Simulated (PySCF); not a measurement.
Si(Cl)2(H)(SeH), H₂Cl₂SeSi, SMILES Cl[SiH](Cl)[SeH], CAM-B3LYP/def2-SVP optimised geometry.

```
6

Si    -0.78    -0.60     0.00
Cl    -1.33    -1.58    -1.72
Cl    -1.55     1.30     0.00
Se     1.49    -0.60     0.00
H     -1.36    -1.30     1.16
H      1.55     0.15     1.26
```

Density from PySCF with CAM-B3LYP/def2-TZVP at that geometry.

Minimum of the electron density along straight lines between bonded atoms, close to the bond critical point (lines longer than 1.1 times the sum of covalent radii, or with two minima, are not listed):

| bond | length / Å | ρ at the minimum / e bohr⁻³ | ∇²ρ there / e bohr⁻⁵ | position (fraction from the first atom) |
|---|---|---|---|---|
| Si1–Cl2 | 2.053 | 0.102 | 0.21 | 0.36 |
| Si1–Cl3 | 2.057 | 0.101 | 0.20 | 0.36 |
| Si1–Se4 | 2.264 | 0.099 | -0.05 | 0.35 |
| Si1–H5 | 1.476 | 0.130 | 0.11 | 0.49 |
| Se4–H6 | 1.471 | 0.175 | -0.31 | 0.63 |
